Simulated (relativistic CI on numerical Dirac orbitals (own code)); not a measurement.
Line list: Electric-dipole lines, Ru38+

Computed by Dirac-Coulomb-Breit CI, orbitals from a KLI potential per configuration, QED by a radiative potential, unscaled Slater integrals (own radial code, finite nucleus).

Configurations in the expansion (outside the closed core 1s2): 2s2.2p2, 2s.2p3, 2p4, 2p3.3s, 2p3.3p, 2p3.3d, 2s2.2p.3s, 2s2.2p.3p, 2s2.2p.3d, 2s.2p2.3s, 2s.2p2.3p, 2s.2p2.3d, 2s2.2p.4s, 2s2.2p.4p, 2s2.2p.4d, 2s2.2p.4f. Levels of other configurations are missing.

```csv
λ vac (Å),Lower,Upper,A (s⁻¹),log gf,S velocity/length
3.7304,2s2.2p2 3P_1 [2],2s2.2p.3d 1D°_2 [53],1.03e+14,0.03,0.99
3.7367,2s2.2p2 3P_0 [1],2s2.2p.3d 3D°_1 [31],2.32e+14,0.16,0.99
3.7394,2s2.2p2 1D_2 [3],2s2.2p.3d 3F°_3 [56],1.76e+14,0.41,1.00
3.7463,2s.2p3 5S°_2 [4],2s.2p2.3d 5P_1 [99],2.43e+14,0.18,0.98
3.7486,2s.2p3 5S°_2 [4],2s.2p2.3d 5D_3 [98],9.72e+13,0.16,1.00
3.7493,2s.2p3 5S°_2 [4],2s.2p2.3d 5P_2 [96],1.97e+14,0.32,0.98
3.7517,2s.2p3 3D°_1 [7],2s.2p2.3d 3F_2 [114],2.19e+14,0.36,0.99
3.7547,2s.2p3 3D°_3 [9],2s.2p2.3d 3F_4 [147],1.20e+14,0.36,1.00
3.8697,2s.2p3 3P°_2 [14],2s.2p2.3d 1F_3 [178],2.44e+14,0.58,0.99
3.8747,2s2.2p2 3P_2 [5],2s2.2p.3d 1F°_3 [63],2.25e+14,0.55,1.00
3.8786,2s2.2p2 3P_1 [2],2s2.2p.3d 3P°_2 [34],1.01e+14,0.06,0.99
3.8894,2s2.2p2 3P_2 [5],2s2.2p.3d 3P°_2 [60],1.36e+14,0.19,0.98
3.8950,2s2.2p2 1D_2 [3],2s2.2p.3d 3F°_3 [33],1.46e+14,0.37,1.00
3.8998,2s.2p3 5S°_2 [4],2s.2p2.3d 5D_3 [50],1.01e+14,0.21,0.99
3.9025,2s.2p3 1P°_1 [16],2s.2p2.3d 1D_2 [185],2.97e+14,0.53,0.99
3.9032,2s.2p3 3D°_3 [9],2s.2p2.3d 3F_4 [104],2.04e+14,0.62,1.00
3.9088,2s.2p3 3D°_2 [8],2s.2p2.3d 3F_3 [87],1.11e+14,0.25,0.99
3.9166,2s.2p3 1D°_2 [12],2s.2p2.3d 3F_3 [121],2.01e+14,0.51,1.00
3.9312,2p4 3P_2 [15],2p3.3d 3D°_3 [170],1.76e+14,0.45,1.00
3.9476,2s.2p3 3D°_1 [7],2s.2p2.3d 3F_2 [54],1.39e+14,0.21,1.00
```

Terms are leading LS components. Brackets give the number of a level in order of energy, since labels repeat. The list gives strong lines, with weight on those to low levels, among the lowest 200 of 274 levels, so that lines to higher ones, which can be the strongest, are missing. Levels whose partners in the same complex of configurations lie outside the list can be far off, and so can their lines. Rates are taken at the computed energies, electric ones in the length gauge. A velocity-to-length ratio far from 1 marks an uncertain rate.

At this charge energies of transitions that change n are usually good to better than 1 %, and those within a shell (Δn = 0) to a few per cent.

LS names give the leading component of a level, which can be under half, so a name can repeat, a term be missing and a line seem to break the LS rules.
